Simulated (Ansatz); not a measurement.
Computed with Ansatz on PBE0-D4/def2-TZVP structures; ΔE is electronic, products minus reactants. CCSD(T)/CBS adds triple-zeta CCSD(T) − MP2 to the extrapolated MP2 energy (def2 sets, frozen cores). This one scheme is used for every species. Functionals use def2-TZVPP. B3LYP here is the variant with VWN-RPA as its local correlation; programs differ in this. One conformer a species, not always the lowest.

`C[SiH2]C[SiH2]F` + `CO[SiH2]N` → `CO[SiH2]N[SiH2]F` + `C[SiH2]C`  (ligand exchange at the Si–C bond)

`C[SiH2]C[SiH2]F`:

Z-matrix (Å, degrees):
```
C
Si 1 1.869
H 1 1.093 2 110.9
H 1 1.092 2 110.8 3 -120.0
H 1 1.093 2 110.9 3 120.1
C 2 1.878 1 111.3 3 -60.1
H 2 1.490 1 109.9 3 179.0
H 2 1.490 1 109.9 3 60.8
Si 6 1.850 2 115.1 1 179.9
H 6 1.096 2 108.4 1 -58.2
H 6 1.096 2 108.4 1 58.0
F 9 1.605 6 110.0 2 179.9
H 9 1.484 6 111.2 2 61.5
H 9 1.484 6 111.2 2 -61.6
```

`CO[SiH2]N`:

Cartesian coordinates in Å:
```
C -0.046 0.825 -1.520
O 0.890 0.119 -0.744
Si 0.667 -0.187 0.857
N -0.680 -1.151 1.266
H -0.988 0.273 -1.613
H -0.263 1.812 -1.094
H 0.371 0.967 -2.519
H 0.452 1.101 1.573
H 1.915 -0.878 1.244
H -1.570 -0.753 1.510
H -0.747 -2.128 1.040
```

`CO[SiH2]N[SiH2]F`:

Z-matrix (Å, degrees):
```
C
O 1 1.408
H 1 1.096 2 111.3
H 1 1.097 2 111.8 3 121.5
H 1 1.091 2 108.3 3 -119.1
Si 2 1.640 1 123.0 3 -73.4
N 6 1.716 2 109.1 1 -168.5
H 6 1.489 2 107.8 1 -47.5
H 6 1.486 2 111.5 1 73.8
Si 7 1.708 6 127.7 2 -108.2
H 7 1.011 6 116.1 2 71.5
F 10 1.601 7 112.1 6 -96.0
H 10 1.478 7 108.7 6 21.9
H 10 1.480 7 109.8 6 146.7
```

`C[SiH2]C`:

```xyz
11

C     0.791    1.108   -0.805
Si   -0.687    0.226   -0.068
C    -0.171   -1.312    0.866
H     0.483    2.004   -1.348
H     1.325    0.457   -1.502
H     1.492    1.412   -0.023
H    -1.636   -0.148   -1.156
H    -1.409    1.150    0.853
H     0.341   -2.016    0.206
H    -1.039   -1.821    1.293
H     0.508   -1.061    1.685
```

```
             level  ΔE (kJ/mol)  difference from CCSD(T)/CBS
         r2SCAN-D4        -63.5                          0.8
           PBE0-D4        -59.8                          4.5
           ωB97X-V        -63.1                          1.2
               PBE        -57.9                          6.4
            r2SCAN        -63.6                          0.7
              PBE0        -60.2                          4.1
             B3LYP        -66.5                         -2.2
     HF/def2-TZVPP        -74.9                        -10.6
    MP2/def2-TZVPP        -65.5                         -1.2
SCS-MP2/def2-TZVPP        -67.7                         -3.4
   CCSD/def2-TZVPP        -66.6                         -2.3
CCSD(T)/def2-TZVPP        -65.4                         -1.1
     HF/def2-QZVPP        -75.7                        -11.4
    MP2/def2-QZVPP        -65.2                         -0.9
      HF/CBS(def2)        -75.8                        -11.5
    CCSD/CBS(def2)        -65.5                         -1.2
       CCSD(T)/CBS        -64.3                            0
```

Largest T1 diagnostic among the species: 0.011.

In def2-TZVPP, CCSD(T) changes the Hartree–Fock value by +9.4 kJ/mol (the triples alone add +1.2 kJ/mol) and MP2 by +9.3 kJ/mol.

CCSD(T)/CBS has its own doubt, a few kJ/mol and more with outer-core shells, so smaller differences from it don't rank the levels.
